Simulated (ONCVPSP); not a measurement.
lead (Pb): one change to an ONCV potential, before and after

- Element: lead (Pb)
- Generator: ONCVPSP 4.0.1
- Type: optimised norm-conserving Vanderbilt (ONCV)
- Functional: PBEsol
- Relativity: scalar-relativistic
- Frozen core: [Xe] 4f14 5d10
- Valence charge: 4
- Reference configuration: 6s2 (charge +2)
- Partial waves: 6s: rc 2.05 bohr, ncon 5, nbas 9, qcut 3 1/bohr, 2 projectors, debl 1.8 Ha; p scattering state at 0.03 Ha: rc 1.80 bohr, ncon 4, nbas 7, qcut 3.7 1/bohr, 1 projector
- Local potential: polynomial inside 1.15 bohr (lpopt 5, dvloc0 4 Ha)
- Core correction: none

In the p channel the program set the typed energies aside and used 0.050 Ha.

Change: functional PBE.

Cutoffs: the cutoffs (Ha) at which the residual kinetic energy of the hardest occupied pseudo-wave falls to 1 and 0.1 mHa per electron; they do not see the model core or the augmentation charge, which bear on the density cutoff. Errors are all-electron minus pseudo energies relative to the spin-unpolarised reference configuration.

Task: What does the change do?

Result: The potential gets neither clearly harder nor softer (19 Ha and 44 Ha → 19 Ha and 44 Ha); both files keep a bound ghost (p, s); of the 3 tests that both files solve, the error grows in 3 and shrinks in 0 by more than 15 % and 0.3 meV (median size 124.9 → 152.4 meV).

```tsv
quantity	base	changed
cutoff, loose	19 Ha	19 Ha
cutoff, tight	44 Ha	44 Ha
bound ghosts	s, p	s, p
GHOST(+) flags under 300 eV	none	none
tests with a reliable result	3 of 4	3 of 4
error for 6s2 6p2, meV [ΔE -20.05 → -20.02 eV]	+269	+351
error for 6s2 6p1, meV [ΔE -13.45 eV]	+125	+152
error for 6s1, meV [ΔE 32.48 → 32.41 eV]	+99	+122
s: phases at 2.08 bohr within 0.05 rad from the reference energy up to (Ha; the scan ends near 5)	2.9	2.9
p: phases at 1.83 bohr within 0.05 rad from the reference energy up to (Ha; the scan ends near 5)	2.1	2.0
```

 A true bound ghost makes a file unfit for plane-wave use even where its test errors are small: the radial tests pick states by their node count and pass the ghost by.
